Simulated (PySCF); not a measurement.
**Dipole moment and polarisability of `O=CN[C@@H]1C=C[C@H]1F`**

C5H6FNO.
Numbering: `[O:1]=[CH:2][NH:3][C@@H:4]1[CH:5]=[CH:6][C@H:7]1[F:8]` (hydrogens: H9 on C2; H10 on N3; H11 on C4; H12 on C5; H13 on C6; H14 on C7)

Geometry (GFN2-xTB, Å), atoms numbered from 1 in this order:
```xyz
14
C5H6FNO angstrom
O      1.6438    1.5970    1.8195
C      2.0308    0.7648    1.0435
N      1.2374    0.0039    0.2565
C     -0.1916    0.1330    0.2598
C     -1.0238   -1.1243    0.3675
C     -1.6907   -0.9087   -0.7635
C     -0.9044    0.3271   -1.1167
F     -1.6135    1.4882   -1.2595
H      3.1003    0.5293    0.8929
H      1.6438   -0.6849   -0.3565
H     -0.4441    0.9154    0.9797
H     -1.0375   -1.8954    1.1140
H     -2.5028   -1.3921   -1.2706
H     -0.2483    0.2464   -1.9889
```

Level: CAM-B3LYP/def2-SVPD (PySCF), static field, nuclei fixed, core orbitals frozen in the response. The polarisability tensor in these axes (au):

```
x   73.13  6.36 11.45
y    6.36 64.21  4.79
z   11.45  4.79 67.47
```

Give the principal values, the mean and the anisotropy Δα = √{½[(α1 − α2)² + (α2 − α3)² + (α1 − α3)²]}.

Principal values 58.50, 61.18 and 85.12 au; mean 68.27 au = 10.12 Å³ = 11.26 × 10⁻⁴⁰ C²·m²/J; Δα = 25.38 au (37 % of the mean).

What is the dipole moment, and where does it point?

(0.69, -4.44, -2.21) D, 5.01 D in size, pointing from the negative to the positive side. Measured along this direction, the outermost atoms are O1 at the negative end and H13 at the positive end.

Directions of the eigenvectors, and the extent of the frame along each?

Largest value along (0.74, 0.36, 0.57), where the nuclei span 6.06 Å; middle along (-0.25, 0.93, -0.26), 3.92 Å; least along (-0.63, 0.05, 0.78), 2.80 Å. The response follows the extents in order.

What molar refraction does this α imply?

Lorentz–Lorenz: R = (4π/3)N_A α = 2.5225 cm³/(mol·Å³) × 10.12 Å³ = 25.5 cm³/mol, in the limit of long wavelengths.

Rayleigh depolarisation ratio (linearly polarised light, static tensor)?

ρ = 3Δα²/(45ᾱ² + 4Δα²) = 1933.1/(209735 + 2577.5) = 0.0091.

What are the principal values of the traceless quadrupole moment, Θ = ½Σq(3rr − r²1), about the centre of nuclear charge?

-9.82, -0.25, 10.07 D·Å. The values depend on the origin, since the dipole doesn't vanish. The electronic extent ⟨r²⟩ about the same centre is 1020 bohr², a root-mean-square distance of 2.18 Å for the 60 electrons.

What would n − 1 = 2πNα be for an ideal gas of these molecules at 273.15 K and 1 atm, electronic part alone?

N = p/kT = 2.6868 × 10¹⁹ cm⁻³, so n − 1 = 2π × N × 10.12 × 10⁻²⁴ cm³ = 1708 × 10⁻⁶ at long wavelengths, for an ideal gas.

Isolated species at its GFN2-xTB geometry (one conformer only).
